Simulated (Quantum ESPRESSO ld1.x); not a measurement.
Q: The mean radii <r> (bohr) of the occupied orbitals of an atom or ion are listed with their occupations. Calculated with ld1.x of Quantum ESPRESSO 7.5: scalar-relativistic Kohn-Sham, BLYP, spin-unpolarised, spherical densities, point nucleus.

orbital  occ.      <r>
1s          2  0.02611
2s          2   0.1121
2p          6  0.09820
3s          2   0.2991
3p          6   0.2970
3d         10   0.2736
4s          2   0.6945
4p          6   0.7392
4d         10   0.8357
5s          2    1.703
5p          5    1.991

Name the element and its charge.

A: Z = 55, caesium, charge +2: Cs2+ in [Kr] 4d10 5s2 5p5. The 1s radius gives Z: for a bare nucleus <r> = (2 gamma + 1)/(2Z) with gamma = sqrt(1 - (Z/c)^2), 0.02574 bohr for Z = 55, and screening makes it slightly larger (0.02611 here). The occupations add up to 53, and the charge is Z minus that.
